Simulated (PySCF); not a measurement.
SnCl4, SMILES [Cl][Sn]([Cl])([Cl])[Cl]. Geometry: B3LYP-D3(BJ)/def2-SVP. The isomer is the one that the SMILES or the coordinates give; other isomers of the formula were not compared. The def2 effective core potentials stand for the cores of Sn; spin–orbit coupling is left out.

Computed equilibrium geometry at B3LYP-D3(BJ)/def2-SVP (PySCF confirms it by a frequency run) as a Z-matrix, and its point group:
point group Td.
```
Sn
Cl 1 2.3341
Cl 1 2.3341 2 109.47
Cl 1 2.3341 2 109.47 3 -120.00
Cl 1 2.3341 2 109.47 4 -120.00
```
Charge 0, spin multiplicity 1.
